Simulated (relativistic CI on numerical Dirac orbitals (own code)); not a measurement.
# Cr²⁺ in a cubic cluster: 2p photoemission with charge transfer

Computed with a charge-transfer multiplet model of a cubic metal-ligand cluster with up to one ligand hole, Slater and spin-orbit integrals from Dirac-Coulomb-Breit ions, Slater integrals scaled by 0.7. The parameters are those of a tetrahedral site (10Dq negative, t2 hopping the larger). The ground state mixes d4 with configurations of k ligand holes L, whose averages lie at kΔ + k(k − 1)U_dd/2; a core hole lowers each added d electron by U_cd. 20 K, Lorentzian 0.6 eV and Gaussian 0.8 eV FWHM.

Atomic integrals in eV (Slater integrals scaled, ζ unscaled), ground: F2dd 6.716, F4dd 4.172, zeta_d 0.027; with the core hole: F2dd 8.069, F4dd 5.055, zeta_d 0.047, zeta_core 5.620, F2cd 4.593, G1cd 3.414, G3cd 1.938.

Cluster parameters (eV): U_dd = 6.1, U_cd = 7.9, 10Dq = -0.45, 10Dq(ligand) = 0, V(eg) = 0.82, V(t2g) = -1.4, final-state hopping factor = 1.

| Case | n_d | d4 | d5L | S |
| --- | --- | --- | --- | --- |
| Δ = 4.2 eV | 4.21 | 0.79 | 0.21 | 2.00 |
| Δ = 6.2 eV | 4.13 | 0.87 | 0.13 | 2.00 |
| Δ = 7.2 eV | 4.11 | 0.89 | 0.11 | 2.00 |

Weights, n_d and S are thermal averages at 20 K. Binding energies count from the first peak over 30 % of the highest in each spectrum, which can be another peak from case to case. The parameters are a model scan and need not match a compound or its usual spin state. Peaks in eV (height, largest 100):
- Δ = 4.2 eV: 0.0 (99), 0.9 (97), 2.8 (91), 9.7 (100), 12.0 (56), 18.1 (33)
- Δ = 6.2 eV: 0.0 (100), 0.9 (97), 10.5 (74), 13.0 (37), 17.2 (21)
- Δ = 7.2 eV: 0.0 (100), 0.9 (94), 6.0 (29), 10.4 (69), 13.0 (31), 17.0 (14)

For the case Δ = 6.2 eV, Δ = 6.2 eV is larger than U_dd = 6.1 eV, the Mott-Hubbard side of the Zaanen-Sawatzky-Allen scheme. With the core hole the configuration with one ligand hole lies at Δ − U_cd = -3.7, -1.7, -0.7 eV from the one without, in the order of the table; where this is negative the screened configuration lies lower, though the effective hopping of about 3.0 eV (from the holes of the mixed ground state) mixes the two strongly wherever it is as large as the gap.

With at most 1 ligand hole the space is cut while the next configuration still counts, so covalency is underestimated, and a final configuration with one more ligand hole, which can lie low, is missing from the spectra.
